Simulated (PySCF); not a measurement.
Excited states between 380 and 750 nm. Vertical TDDFT excitations of isolated species (PySCF; the level stands beside each; core orbitals frozen in the response), one conformer each, no solvent. Relativistic effects are left out although some hold elements past zinc.

1. `[SiH2](OC=C)C[SiH3]`
2. `O=C1[SiH2][SiH2][SiH2][C@H]1F`
3. `CCC#CC(=S)C#N`
4. `N[SiH](N)P`
5. `FCC1=CCO[C@H]1F`
6. `C(OCC(=O)O)=O`
7. `c1cccc(OC)c1OC`
8. `C=C1C=CC=C(Br)C=C1`

Task: For which of them does the calculation put a singlet between 380 and 750 nm?

Result: 3 and 8.

1. (B3LYP/def2-SVPD on a GFN2-xTB geometry) 202 nm (f 0.009); 198 nm (f 0.006); 185 nm (f 0.028); 181 nm (f 0.148); 176 nm (f 0.143).
2. (CAM-B3LYP/def2-SVPD on a GFN2-xTB geometry) 375 nm (f 0.002); 224 nm (f 0.005); 219 nm (f 0.015); 212 nm (f 0.023); 198 nm (f 0.011). No computed singlet lies in the visible range (380 to 750 nm); the lowest, at 375 nm, stands 0.05 eV above its violet end (3.26 eV); a Tamm–Dancoff triplet lies at 456 nm, without intensity as long as spin–orbit coupling is left out.
3. (PBE0/def2-SVPD on a GFN2-xTB geometry) 697 nm (f 0.000); 365 nm (f 0.000); 309 nm (f 0.271); 258 nm (f 0.001); 244 nm (f 0.104). S1 lies in the visible range (380 to 750 nm), at 697 nm, dark in the vertical dipole picture (f under 0.0005); light of that wavelength is red, and its complementary colour is blue-green; a Tamm–Dancoff triplet lies at 623 nm, without intensity as long as spin–orbit coupling is left out.
4. (PBE0/def2-SVPD on a GFN2-xTB geometry) 212 nm (f 0.003); 198 nm (f 0.052); 196 nm (f 0.023); 186 nm (f 0.010); 178 nm (f 0.022).
5. (wB97X-D/def2-SVPD on a GFN2-xTB geometry) 175 nm (f 0.302); 165 nm (f 0.033); 158 nm (f 0.007); 156 nm (f 0.014); 147 nm (f 0.005).
6. (B3LYP/def2-SVPD on a PBE0-D3(BJ)/def2-SVP geometry) 210 nm (f 0.002); 208 nm (f 0.000); 179 nm (f 0.002); 178 nm (f 0.028); 168 nm (f 0.049).
7. (CAM-B3LYP/def2-SVPD on a PBE0-D3(BJ)/def2-SVP geometry) 244 nm (f 0.050); 218 nm (f 0.139); 206 nm (f 0.006); 196 nm (f 0.004); 193 nm (f 0.000).
8. (PBE0/def2-SVPD on a PBE0-D3(BJ)/def2-SVP geometry) 483 nm (f 0.016); 286 nm (f 0.258); 280 nm (f 0.000); 249 nm (f 0.279); 246 nm (f 0.000). S1 lies in the visible range (380 to 750 nm), at 483 nm, f = 0.016; light of that wavelength is green-blue, and its complementary colour is orange.
